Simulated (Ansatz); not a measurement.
Reaction (ligand exchange at the Al–O bond): `[AlH2][O][SiH2][SiH3]` + H–F → `[F][AlH2]` + `O[SiH2][SiH3]`

Computed with Ansatz on PBE0-D4/def2-TZVP structures; ΔE is electronic, products minus reactants. CBS: MP2 limit from def2 TZ/QZ plus the TZ coupled-cluster correction, frozen cores. This one scheme is used for every species. Functionals use def2-TZVPP. One conformer a species, not always the lowest.

Q: Is it downhill or uphill in electronic energy at CCSD(T)/CBS, and by how much? (Estimate.)

A: Computed: Downhill: ΔE = -22.7 kJ/mol.

Q: What do these levels give: B97M-V, r2SCAN0-D4, ωB97M-V, RPA@PBE/def2-TZVPP, CCSD(T)/def2-SVP, SCS-MP2/def2-TZVPP? (Estimate.)

A: Ansatz gave: B97M-V -28.5, r2SCAN0-D4 -24.0, ωB97M-V -26.9, RPA@PBE/def2-TZVPP -23.1, CCSD(T)/def2-SVP -23.9, SCS-MP2/def2-TZVPP -22.8 kJ/mol.

Largest T1 diagnostic among the species: 0.013.

Leaving LDA and LC-ωPBE aside and taking each functional with its dispersion term where it has one, the values, not all of them listed here, spread over 8.3 kJ/mol, from B97M-V to BHLYP-D4. LDA lies +5.6 kJ/mol from PBE without D4. From r2SCAN to r2SCAN0 (25 % exact exchange), in def2-TZVPP and without D4, ΔE moves by +3.3 kJ/mol. The D4 term adds +7.2 kJ/mol with B3LYP and +4.2 kJ/mol with PBE0; it sums over pairs of atoms, weighted by their polarisabilities, and B3LYP, whose exchange is more repulsive, gets the larger term.

B3LYP here is the variant with VWN-RPA as its local correlation; programs differ in this.
